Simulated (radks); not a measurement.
Coulomb parameter of the 5d shell of the iridium ion Ir3+ in the model configuration [Xe] 4f14 5d5 6p1, as a second difference U = [E(n + 0.5) + E(n - 0.5) - 2 E(n)] / (0.5)^2 with all orbitals relaxed. "Bare": the charge of the atom changes with n. "Screened": the 6p shell takes up the change at fixed total charge, which measures U(5d,5d) + U(6p,6p) - 2 U(5d,6p). All-electron calculation, Dirac Kohn-Sham, PBE, spin-unpolarised, spherical densities, point nucleus; open shells are shared between the two j in proportion to 2j + 1. Program: a radial shooting solver on a logarithmic mesh with Libxc functionals.

| case | configuration | E - E(n) (eV) |
|---|---|---|
| start | [Xe] 4f14 5d5 6p1 | 0.000 |
| bare +0.5 | [Xe] 4f14 5d5.5 6p1 | -18.793 |
| bare -0.5 | [Xe] 4f14 5d4.5 6p1 | 22.097 |
| screened +0.5 | [Xe] 4f14 5d5.5 6p0.5 | -7.859 |
| screened -0.5 | [Xe] 4f14 5d4.5 6p1.5 | 8.404 |

U(bare) = 13.215 eV, U(screened by 6p) = 2.179 eV.
